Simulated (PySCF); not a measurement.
Radial density of W⁶³⁺ (tungsten, charge +63)

BHandHLYP, [Ne] 3s1, 2S determinant. Calculation: PySCF 2.14, in an uncontracted even-tempered set (17 s from 18 bohr⁻², ratio 2.5; 12 p from 23 bohr⁻², ratio 2.5; 4 d from 84 bohr⁻², ratio 2.7; 4 f from 130 bohr⁻², ratio 2.7); scalar relativity by spin-free X2C-1e.

```csv
r (bohr),4πr²ρ (e/bohr),4πr²(ρα − ρβ)
0.0213,82.48,0.0011
0.0359,90.90,1.4057
0.0604,112.2,2.3087
0.102,46.93,0.4028
0.171,10.00,7.2997
0.287,1.474,1.4671
0.483,0.01091,0.0109
```

Densities and radii are taken from the X2C orbitals without a picture-change correction, which distorts them close to the nucleus.

Spin-orbit coupling, which splits the p, d and f shells strongly at this Z, is absent.
